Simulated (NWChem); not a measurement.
System: Si$_{2}$NH$_{5}$F$_{2}$; SMILES F[Si]([SiH3])(N)F

Program: NWChem. Pople sets run with spherical d functions. Structure relaxed at the B3LYP/6-31G* (spherical d) level. Level: B3LYP/6-31G* with SMD, gas-phase geometry; reactions with the solvents are ignored. One conformer.

```tsv
SMD term (kcal/mol)	water	toluene
distortion of the solute's density	0.70	0.21
polarisation	-6.80	-3.63
cavity, dispersion and structure	4.60	0.85
```

### Question
Sum the solvation free energies, find the transfer free energy from water to toluene and the partition coefficient at 298.15 K.

### Answer

1. ΔG(solv, water) = -1.50 kcal/mol and ΔG(solv, toluene) = -2.57 kcal/mol (1 M gas to 1 M solution).
2. Transfer: -2.57 − (-1.50) = -1.07 kcal/mol.
3. log₁₀ K(toluene/water) = −ΔG/(RT ln 10) = 1.07/1.364 = 0.8, so the model puts more of the solute in toluene.
4. Of the transfer energy, 2.68 kcal/mol is electrostatic and -3.75 comes from the non-electrostatic term. The two phases are taken as the pure solvents.
